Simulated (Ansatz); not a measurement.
Cost against result

Saddle point of Si3H8O, singlet (Si₂H₄ ([SiH][SiH3]) + SiH₄O ([OH][SiH3]) → Si₃H₈O ([SiH3][O][SiH2][SiH3]); bonds formed: Si1–H3; dative contacts that become bonds: Si1–O4; bonds broken: H3–O4), PBE0-D4/def2-TZVP structure:

```
atom    x (Å)    y (Å)    z (Å)
 Si1  -1.4313  -0.8179  -0.0042
 Si2   0.6561  -1.8456   0.3571
  H3  -1.7106   0.4541  -1.0167
  O4  -1.1129   1.0555  -0.1353
 Si5   0.2979   1.9160  -0.3878
  H6  -2.1168  -0.8996   1.3264
  H7   1.6111  -1.4737  -0.7243
  H8   1.2937  -1.5361   1.6677
  H9   0.4254  -3.3162   0.2870
 H10   1.2395   1.5604   0.7020
 H11   0.8760   1.5420  -1.7028
 H12  -0.0282   3.3610  -0.3690
```

Barriers are electronic and count from the start structure reached by relaxing down the imaginary mode.

Program: Ansatz 0.2.0. Basis: as named in each row. Cores are frozen in the correlated methods. B3LYP uses VWN-RPA correlation. Extrapolation: Hartree–Fock as exp(−7.88 √X), correlation as X^−2.97.

Times are rough, for one single point on 4 threads of a shared host (Arm Neoverse V2).

The estimate by CCSD(T) at an estimated basis limit (MP2 extrapolated from triple and quadruple zeta, plus CCSD(T) − MP2 in triple zeta) is 87.6 kJ/mol.

```json
{"method": "HF", "basis": "STO-3G", "time (s)": "under 1", "barrier (kJ/mol)": "204.4", "method less estimate": "116.8"}
{"method": "PBE-D4", "basis": "STO-3G", "time (s)": "under 1", "barrier (kJ/mol)": "44.2", "method less estimate": "-43.4"}
{"method": "SPW92", "basis": "def2-SVP", "time (s)": "under 1", "barrier (kJ/mol)": "57.8", "method less estimate": "-29.8"}
{"method": "B3LYP-D4", "basis": "6-31G", "time (s)": "under 1", "barrier (kJ/mol)": "118.5", "method less estimate": "30.9"}
{"method": "PBE-D4", "basis": "def2-SVP", "time (s)": "1", "barrier (kJ/mol)": "65.9", "method less estimate": "-21.7"}
{"method": "PBE0-D4", "basis": "def2-SVP", "time (s)": "1", "barrier (kJ/mol)": "86.0", "method less estimate": "-1.6"}
{"method": "SPW92", "basis": "def2-TZVPP", "time (s)": "1", "barrier (kJ/mol)": "54.4", "method less estimate": "-33.2"}
{"method": "PBE-D4", "basis": "def2-TZVPP", "time (s)": "2", "barrier (kJ/mol)": "62.6", "method less estimate": "-25.0"}
{"method": "BLYP-D4", "basis": "def2-TZVPP", "time (s)": "2", "barrier (kJ/mol)": "70.0", "method less estimate": "-17.6"}
{"method": "B3LYP-D4", "basis": "def2-TZVPP", "time (s)": "3", "barrier (kJ/mol)": "83.2", "method less estimate": "-4.4"}
{"method": "BHLYP-D4", "basis": "def2-TZVPP", "time (s)": "3", "barrier (kJ/mol)": "104.0", "method less estimate": "16.4"}
{"method": "PBE0-D4", "basis": "def2-TZVPP", "time (s)": "4", "barrier (kJ/mol)": "80.5", "method less estimate": "-7.1"}
{"method": "CCSD(T)", "basis": "def2-SVP", "time (s)": "4", "barrier (kJ/mol)": "100.6", "method less estimate": "13.0"}
{"method": "CAM-B3LYP-D4", "basis": "def2-TZVPP", "time (s)": "4", "barrier (kJ/mol)": "87.3", "method less estimate": "-0.3"}
{"method": "r2SCAN-D4", "basis": "def2-TZVPP", "time (s)": "5", "barrier (kJ/mol)": "65.0", "method less estimate": "-22.6"}
{"method": "wB97M-V", "basis": "def2-SVP", "time (s)": "5", "barrier (kJ/mol)": "97.1", "method less estimate": "9.5"}
{"method": "r2SCAN0-D4", "basis": "def2-TZVPP", "time (s)": "6", "barrier (kJ/mol)": "81.4", "method less estimate": "-6.2"}
{"method": "RPA on PBE", "basis": "def2-TZVPP", "time (s)": "6", "barrier (kJ/mol)": "85.9", "method less estimate": "-1.7"}
{"method": "B2PLYP", "basis": "def2-TZVPP", "time (s)": "6", "barrier (kJ/mol)": "80.1", "method less estimate": "-7.5"}
{"method": "PBE-QIDH", "basis": "def2-TZVPP", "time (s)": "8", "barrier (kJ/mol)": "86.2", "method less estimate": "-1.4"}
{"method": "wB97X-V", "basis": "def2-TZVPP", "time (s)": "8", "barrier (kJ/mol)": "87.9", "method less estimate": "0.3"}
{"method": "B97M-V", "basis": "def2-TZVPP", "time (s)": "10", "barrier (kJ/mol)": "82.2", "method less estimate": "-5.4"}
{"method": "wB97M-V", "basis": "def2-TZVPP", "time (s)": "10", "barrier (kJ/mol)": "94.0", "method less estimate": "6.4"}
{"method": "MP2", "basis": "def2-QZVPP", "time (s)": "29", "barrier (kJ/mol)": "78.2", "method less estimate": "-9.4"}
{"method": "CCSD(T)", "basis": "def2-TZVPP", "time (s)": "130", "barrier (kJ/mol)": "89.0", "method less estimate": "1.4"}
```

All methods are single points on the PBE0-D4 structures.

The T1 diagnostic stays at or below 0.015. The restricted Hartree–Fock reference is unstable towards an unrestricted one at one or more of these structures.

Losses and insertions of silylenes and their heavier kin drive the gas-phase chemistry of silicon and germanium vapour deposition.

Labels in which every atom is bracketed show which atoms are joined, not bond orders.
